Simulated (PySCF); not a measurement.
# XPS shifts beside NMR shieldings

C5H10Se.
SMILES with atom numbers: `[CH2:1]=[C:2]([CH3:3])[CH2:4][CH2:5][SeH:6]`

Binding energies: delta-SCF UKS SCAN, pcX-2 on the ionised atom, pcseg-1 elsewhere, spin-free X2C (PySCF). Shieldings: GIAO CAM-B3LYP/pcSseg-1, non-relativistic, same geometry.

| atom | isotropic shielding (ppm) |
| --- | --- |
| C1 | 60.5 |
| C2 | 24.6 |
| C3 | 159.7 |
| C4 | 132.8 |
| C5 | 155.5 |

**Question.** What are the C 1s binding energies of these atoms?

**Answer.** 
```tsv
atom	environment	C 1s (eV)	isotropic shielding (ppm)
C1	terminal =CH2 carbon	289.82	60.5
C2	fully substituted alkene carbon	290.56	24.6
C4	allylic carbon	290.73	132.8
C3	allylic carbon	290.81	159.7
C5	sp3 carbon bound to selenium	291.05	155.5
```

**Question.** Among the listed atoms, is the one with the highest binding energy also the least shielded?

**Answer.** No. The highest binding energy is at C5 (291.05 eV, shielding 155.5 ppm), the lowest shielding at C2 (24.6 ppm, 290.56 eV).

By binding energy: C1 < C2 < C4 < C3 < C5. By shielding: C2 < C1 < C4 < C5 < C3.

The unrestricted hole states depart most from a pure doublet (⟨S²⟩ = 0.75; over 0.85 named) for C 1s of C2 (0.86), which makes this value less certain. Isolated species at its PBE0-D3(BJ)/def2-SVP geometry (one conformer only).

Shape of the structure used: `[CH2:1]=[C:2]([CH3:3])[CH2:4][CH2:5][SeH:6]`: C1–C2–C4–C5 107°, C2–C4–C5–Se6 176°, H–Se6–C5–C4 65°.
